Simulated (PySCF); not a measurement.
Species: methylfluoroisocyanate silane, C2H4FNOSi.
Numbering: `[CH3:1][Si@@H:2]([F:3])[N:4]=[C:5]=[O:6]` (hydrogens: H7, H8, H9 on C1; H10 on Si2)

The same species was optimised twice, with GFN2-xTB and with PBE0-D3(BJ)/def2-SVP (PySCF), and the same property calculations (PySCF, gas phase) were run on both structures.

```tsv
coordinate	GFN2-xTB	PBE0-D3(BJ)/def2-SVP	change
C1–Si2 (Å)	1.888	1.850	-0.038
Si2–F3 (Å)	1.605	1.623	+0.018
C5=O6 (Å)	1.154	1.166	+0.012
N4=C5 (Å)	1.187	1.198	+0.011
Si2–N4 (Å)	1.717	1.714	-0.003
Si2–N4–C5 (°)	157.4	176.9	+19.5
F3–Si2–N4 (°)	102.7	107.5	+4.8
N4–C5–O6 (°)	176.3	179.4	+3.1
C1–Si2–N4 (°)	110.5	109.9	-0.6
C1–Si2–F3 (°)	109.1	109.2	+0.1
```

Rotational constants: A = 5821, B = 1545, C = 1306 MHz (GFN2-xTB) against A = 5928, B = 1492, C = 1279 MHz (PBE0-D3(BJ)/def2-SVP). Point groups within 0.08 Å: C1 and C1.

On the GFN2-xTB structure: HOMO (eV) -8.77 [PBE0/pcSseg-1]; LUMO (eV) 0.26 [PBE0/pcSseg-1]; dipole (D) 2.76 [PBE0/pcSseg-1]; GIAO shielding of C1 (ppm) 184.9 [PBE0/pcSseg-1]; GIAO shielding of Si2 (ppm) 368.7 [PBE0/pcSseg-1]; GIAO shielding of F3 (ppm) 342.9 [PBE0/pcSseg-1]; GIAO shielding of N4 (ppm) 214.3 [PBE0/pcSseg-1]; GIAO shielding of C5 (ppm) 60.0 [PBE0/pcSseg-1]; GIAO shielding of O6 (ppm) 197.4 [PBE0/pcSseg-1].

What do these properties become on the PBE0-D3(BJ)/def2-SVP structure?

| property | level | on GFN2-xTB | on PBE0-D3(BJ)/def2-SVP | change |
| --- | --- | --- | --- | --- |
| HOMO (eV) | PBE0/pcSseg-1 | -8.77 | -8.76 | +0.01 |
| LUMO (eV) | PBE0/pcSseg-1 | 0.26 | 0.22 | -0.04 |
| dipole (D) | PBE0/pcSseg-1 | 2.76 | 2.61 | -0.15 |
| energy, GFN2-xTB geometry as zero (kcal/mol) | PBE0/pcSseg-1 | 0.0 | -2.1 | -2.1 |
| GIAO shielding of C1 (ppm) | PBE0/pcSseg-1 | 184.9 | 183.7 | -1.2 |
| GIAO shielding of Si2 (ppm) | PBE0/pcSseg-1 | 368.7 | 373.4 | +4.7 |
| GIAO shielding of F3 (ppm) | PBE0/pcSseg-1 | 342.9 | 337.9 | -5.0 |
| GIAO shielding of N4 (ppm) | PBE0/pcSseg-1 | 214.3 | 214.1 | -0.2 |
| GIAO shielding of C5 (ppm) | PBE0/pcSseg-1 | 60.0 | 58.7 | -1.3 |
| GIAO shielding of O6 (ppm) | PBE0/pcSseg-1 | 197.4 | 190.2 | -7.2 |

The heavy atoms differ by 0.177 Å rms after alignment. Among bonds between heavy atoms C1–Si2 changes most (-0.038 Å). Changes are differences of the printed values. Neither structure is proved a minimum here.
